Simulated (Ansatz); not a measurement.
Ansatz (a first-principles code) input (CCSD(T)/STO-3G):

Ansatz 0.2 input:
```yaml
crystal:
  periodic: [false, false, false]
  atoms:
    - {symbol: C, position_ang: [2.49687042, -0.60446817, 0.16508473]}
    - {symbol: C, position_ang: [1.13015804, -0.06323212, -0.07042139]}
    - {symbol: C, position_ang: [0.69777047, 1.02965613, -0.78082640]}
    - {symbol: C, position_ang: [-0.72254970, 1.08529557, -0.67588512]}
    - {symbol: C, position_ang: [-1.12971357, 0.02529581, 0.09655071]}
    - {symbol: N, position_ang: [0.00776744, -0.66296463, 0.45662897]}
    - {symbol: C, position_ang: [-2.48499279, -0.40930927, 0.53317296]}
    - {symbol: H, position_ang: [2.60742680, -1.62327767, -0.21917868]}
    - {symbol: H, position_ang: [2.75355187, -0.62421532, 1.22884155]}
    - {symbol: H, position_ang: [3.23237101, 0.02012223, -0.34007384]}
    - {symbol: H, position_ang: [1.33385289, 1.71446089, -1.31749725]}
    - {symbol: H, position_ang: [-1.37527028, 1.82058775, -1.11733191]}
    - {symbol: H, position_ang: [0.01746320, -1.49051571, 1.02661986]}
    - {symbol: H, position_ang: [-2.72966933, -1.41420293, 0.17515616]}
    - {symbol: H, position_ang: [-3.23581122, 0.27350600, 0.13783204]}
    - {symbol: H, position_ang: [-2.58354426, -0.41514057, 1.62317639]}
basis:
  gaussian:
    orbitals: STO-3G
magnetization: {spin_polarized: false}
correlation: {method: ccsd_t, electrons: outside_noble_gas}
```

Output:

```
Functional definition: HF
integrals: 0.01 GiB planned
623 factors; integrals over basis functions are off by at most 4.5e-5 eV
0.12 GiB of device memory are held for the factors and their scratch space
mean field: 0.16 GiB planned
mean field evaluation 1: about -7709.9555 eV, gradient 1.9e1 eV
mean field evaluation 2: about -7710.3326 eV, gradient 1.9e1 eV
mean field evaluation 4: about -7711.6749 eV, gradient 2.5e0 eV
mean field evaluation 8: about -7711.6965 eV, gradient 1.6e-2 eV
mean field evaluation 16: about -7711.3447 eV, gradient 3.1e-1 eV
mean field -7711.69653676 eV, -283.3996205504 hartree, gradient 2.2e-6 eV, S^2 0.000000; 0 other end points of the search recorded, 0 dependent functions left out; unrestricted orbitals would lower it
7 core orbitals not correlated
reference -7711.69653676 eV, -283.3996205504 hartree; 19, 19 occupied and 18, 18 virtual orbitals, 623 factors
second order -10.55080529 eV of doubles, -0.00000000 eV of singles
coupled cluster: 0.14 GiB planned
cycle   1  -12.03089053 eV  change    -1.5e0 eV  update   9.9e-2
cycle   2  -12.72782369 eV  change   -7.0e-1 eV  update   3.7e-2
cycle   3  -12.85768535 eV  change   -1.3e-1 eV  update   1.2e-2
cycle   4  -12.87277274 eV  change   -1.5e-2 eV  update   4.3e-3
cycle   5  -12.87174269 eV  change    1.0e-3 eV  update   1.2e-3
cycle   6  -12.87098710 eV  change    7.6e-4 eV  update   4.5e-4
cycle   7  -12.87127054 eV  change   -2.8e-4 eV  update   1.6e-4
cycle   8  -12.87132367 eV  change   -5.3e-5 eV  update   3.7e-5
cycle   9  -12.87130533 eV  change    1.8e-5 eV  update   1.5e-5
coupled cluster: 0.14 GiB planned
perturbative correction -0.22493767 eV, -0.0082663068 hartree
Total energy: -7724.79277976 eV, -283.8808986036 hartree
```
